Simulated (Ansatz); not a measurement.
**Redistribution: GeH(SH)3 + Ge(SH)2 → Ge(SH)4 + GeH(SH)**

Gas-phase species: GeH(SH)3, singlet; Ge(SH)2, singlet; Ge(SH)4, singlet; GeH(SH), singlet. The partners trade H for SH; both sit on Ge, so the bond types are kept.

Shapes, held fixed at every level: PBE0-D4/def2-TZVP. Flexible molecules stand in one conformer, not always the lowest. Programs: Ansatz 0.2.0. Electronic energies: no zero-point or thermal term.

```json
{"level": "PBE-D4/def2-TZVPP", "kind": "GGA", "ΔE (kJ/mol)": "+55.0", "less CCSD(T)/def2-TZVPP": "+6.5"}
{"level": "r2SCAN-D4/def2-TZVPP", "kind": "meta-GGA", "ΔE (kJ/mol)": "+56.3", "less CCSD(T)/def2-TZVPP": "+7.8"}
{"level": "B3LYP-D4/def2-TZVPP", "kind": "global hybrid", "ΔE (kJ/mol)": "+52.0", "less CCSD(T)/def2-TZVPP": "+3.5"}
{"level": "PBE0-D4/def2-TZVPP", "kind": "global hybrid", "ΔE (kJ/mol)": "+52.6", "less CCSD(T)/def2-TZVPP": "+4.1"}
{"level": "wB97M-V/def2-TZVPP", "kind": "range-separated hybrid", "ΔE (kJ/mol)": "+50.3", "less CCSD(T)/def2-TZVPP": "+1.8"}
{"level": "wB97X-V/def2-TZVPP", "kind": "range-separated hybrid", "ΔE (kJ/mol)": "+49.9", "less CCSD(T)/def2-TZVPP": "+1.4"}
{"level": "MP2/def2-TZVPP", "kind": "perturbation theory", "ΔE (kJ/mol)": "+49.7", "less CCSD(T)/def2-TZVPP": "+1.2"}
{"level": "CCSD(T)/def2-TZVPP", "kind": "coupled cluster or CI", "ΔE (kJ/mol)": "+48.5", "less CCSD(T)/def2-TZVPP": "0.0"}
```

The highest level, CCSD(T)/def2-TZVPP, gives ΔE = +48.5 kJ/mol; the levels span +48.5 to +56.3. The column of differences is taken from that level and isn't an error. No measured value is set beside it here. Relativity is left out for Ge. Outer-core shells of Ge are correlated, in sets that cover them unevenly.
